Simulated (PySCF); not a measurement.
System: sum formula CaO$_{2}$H$_{2}$, net charge 0, singlet state. 
Structure (B3LYP-D3(BJ)/def2-TZVP (Ansatz) minimum search):
```xyz
5

Ca     0.0000     0.0000     0.0000
O      0.0000     0.0000     2.0388
O      0.0000     0.0000    -2.0388
H      0.0000     0.0000     2.9939
H      0.0000     0.0000    -2.9939
```

Dispersion corrections to the total energy (kcal/mol) from the dftd3 and dftd4 libraries through PySCF: D3(BJ) without and D4 with the three-body term, each with the damping fitted for the functional named.

```json
[
 {"functional": "PBE", "D3(BJ)": "-1.15", "D4": "-1.37"},
 {"functional": "CAM-B3LYP", "D3(BJ)": "-1.06", "D4": "[?]"},
 {"functional": "BHLYP", "D3(BJ)": "-1.98", "D4": "[?]"},
 {"functional": "HF", "D3(BJ)": "-10.59", "D4": "-4.72"},
 {"functional": "PW6B95", "D3(BJ)": "-0.77", "D4": "[?]"},
 {"functional": "r2SCAN", "D3(BJ)": "-0.31", "D4": "-0.31"},
 {"functional": "HSE06", "D3(BJ)": "-0.89", "D4": "-1.09"}
]
```

### Question
What belongs in the gaps?

### Answer

- CAM-B3LYP, D4: -1.19
- BHLYP, D4: -1.97
- PW6B95, D4: -1.26
